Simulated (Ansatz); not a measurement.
Basis-set series for C₂H₈AlN, SMILES `[CH3][Al]([CH3])[NH2]`. The species carries charge 0 and has multiplicity 1. The structure was optimised at the PBE0-D4/def2-TZVP level. It is one conformer, not always the lowest.

| functional | basis | functions | energy (Eh) | HOMO (eV) | LUMO (eV) |
| --- | --- | --- | --- | --- | --- |
| PBE0-D4 | def2-SVP | 100 | -377.80795 | -7.00 | 0.57 |
| PBE0-D4 | def2-TZVPP | 247 | -378.05276 | -7.19 | 0.35 |
| ωB97M-V | def2-SVP | 100 | -377.98233 | -9.41 | 2.24 |
| ωB97M-V | def2-TZVPP | 247 | -378.23573 | -9.61 | 1.66 |

Question: Give the rows for def2-QZVPP. (Best estimate.)

Answer: Computed: 
```json
{"functional": "PBE0-D4", "basis": "def2-QZVPP", "functions": "481", "energy (Eh)": "-378.06922", "HOMO (eV)": "-7.23", "LUMO (eV)": "0.04"}
{"functional": "ωB97M-V", "basis": "def2-QZVPP", "functions": "481", "energy (Eh)": "-378.25162", "HOMO (eV)": "-9.66", "LUMO (eV)": "1.15"}
```

Positive LUMOs are unbound and depend on the basis.
